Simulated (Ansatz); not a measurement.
Species: C2H11Si3 (charge 0, doublet). It need not be the lowest isomer of its formula. 
Structure (B3LYP-D3(BJ)/def2-TZVP (Ansatz, a quantum-chemistry and plane-wave program) minimum search):
```xyz
16

C     -1.0257    -1.1340     1.5089
Si    -0.2633    -0.3089    -0.0068
C     -0.7690    -1.2473    -1.5681
Si    -0.9611     1.9209    -0.0843
Si     2.0756    -0.2871     0.1766
H     -2.1161    -1.1164     1.4510
H     -0.7279    -0.6280     2.4282
H     -0.7090    -2.1771     1.5770
H     -0.3437    -0.7890    -2.4619
H     -0.4212    -2.2823    -1.5176
H     -1.8552    -1.2581    -1.6770
H     -0.3463     2.7251    -1.1739
H     -2.4367     2.1202    -0.1174
H      2.6177    -1.6717     0.1701
H      2.6874     0.4488    -0.9588
H      2.5013     0.3683     1.4388
```
Charge 0, spin multiplicity 2.

Basis-set convergence of Hartree-Fock and CCSD(T) correlation energies (hartree) with Ansatz. Cores are frozen in the correlated levels unless marked. UHF or UKS for open shells. Spin-orbit coupling is left out. No relativistic terms.

```
basis        functions       E(HF)  E(corr, CCSD(T))
-----------  ---------  ----------  ----------------
cc-pV(D+d)Z        152  -948.93154          -0.69250
cc-pV(T+d)Z        331  (withheld)        (withheld)
```

Problem. Fill in the missing entries.

Solution. 
- cc-pV(T+d)Z, E(HF): -948.99177
- cc-pV(T+d)Z, E(corr, CCSD(T)): -0.83127
